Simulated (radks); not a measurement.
Spin polarisation of the 5d5 shell in the osmium ion Os3+. Start: [Xe] 4f14 5d(up 2.5, down 2.5); electrons of 5d are moved from spin down to spin up, other shells keep equal spins. Method: scalar-relativistic Kohn-Sham, PBEsol, spin-polarised, spherical densities, point nucleus; computed with a radial shooting solver on a logarithmic mesh with Libxc functionals.

moment (Bohr magnetons)  E - E(0) (eV)  e(5d up) (eV)  e(5d down) (eV)  5p down minus up (eV)
0                                0.000        -35.016          -35.016                 0.000
1                               -0.190        -35.377          -34.616                  0.630
2                               -0.762        -35.701          -34.170                  1.265
3                               -1.722        -35.991          -33.676                  1.909
4                               -3.079        -36.248          -33.131                  2.569
5                               -4.844        -36.472          -32.511                  3.246

At moment 5 the spin-polarisation energy is -4.844 eV and the 5d exchange splitting 3.961 eV, that is 0.792 eV per Bohr magneton; E = -I m^2/4 would give I = 0.775 eV.
